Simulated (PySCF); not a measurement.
## Distorted geometries of Pb2(OH)4

Pb2(OH)4 (singlet; a saddle point, relaxed within its symmetry). PySCF 2.14.0, RKS PBE, Pb def2-SVP with ECP60, O def2-SVP, H def2-SVP; non-relativistic Hamiltonian with scalar-relativistic core potentials where named; density fitting; no spin-orbit coupling. Relaxed geometry:

```xyz
10

Pb    0.0127    0.6432    1.8621
Pb    0.0127    0.6432   -1.8621
O     0.9587    1.6717    0.0000
H     1.9126    1.4446    0.0000
O    -0.7797   -0.5041    0.0000
H    -1.6094   -1.0172    0.0000
O     1.7349   -0.6065    2.1462
H     1.9122   -1.1268    1.3375
O     1.7349   -0.6065   -2.1462
H     1.9122   -1.1268   -1.3375
```

Problem. Order these distorted geometries by energy above the relaxed one, lowest first.
A.
```xyz
10

Pb    0.0874    0.6267    1.7720
Pb   -0.0814    0.6304   -1.9024
O     1.0349    1.4940   -0.0318
H     1.9058    1.5032   -0.1654
O    -0.7491   -0.4038    0.3995
H    -1.8383   -0.8379   -0.1700
O     1.8302   -0.6902    2.2426
H     1.9267   -1.2067    1.3555
O     1.8291   -0.6088   -2.0246
H     1.8568   -1.0921   -1.4754
```
B.
```xyz
10

Pb   -0.0602    0.7140    1.8229
Pb    0.1049    0.6309   -1.8683
O     0.8765    1.6534    0.0701
H     1.8839    1.4764    0.0439
O    -0.7202   -0.4961    0.0057
H    -1.6273   -1.1046   -0.0345
O     1.7713   -0.7196    2.0861
H     1.9224   -1.0508    1.3548
O     1.7444   -0.5700   -2.1417
H     1.9062   -1.1187   -1.3391
```
C.
```xyz
10

Pb    0.0863    0.6415    1.9781
Pb    0.2515    0.9683   -1.5852
O     1.1276    1.6173    0.0930
H     2.0912    1.4135   -0.1698
O    -0.7182   -0.2584   -0.1743
H    -1.8557   -0.9303    0.0462
O     1.5193   -0.7335    1.8595
H     1.7528   -1.4797    1.3100
O     1.8533   -0.5686   -2.0008
H     1.6937   -1.2554   -1.3568
```

Solution. B (1.60 eV), C (3.13 eV), A (6.33 eV).

Problem. Which forces (eV/Å) act in the one that lies 6.33 eV up?

Solution. 
```
Pb    3.05   3.34   6.74
Pb    1.98  -1.12   1.30
O    -6.36   0.68  -0.38
H     6.53  -0.09  -0.95
O    -7.56  -5.56  -8.91
H     4.34   1.64   2.85
O    -0.52  -0.63  -2.17
H    -0.03   0.90   1.77
O    -2.57  20.59 -23.00
H     1.14 -19.74  22.74
```
Forces carry noise of the integration grid, about 0.01 to 0.03 eV/Å.
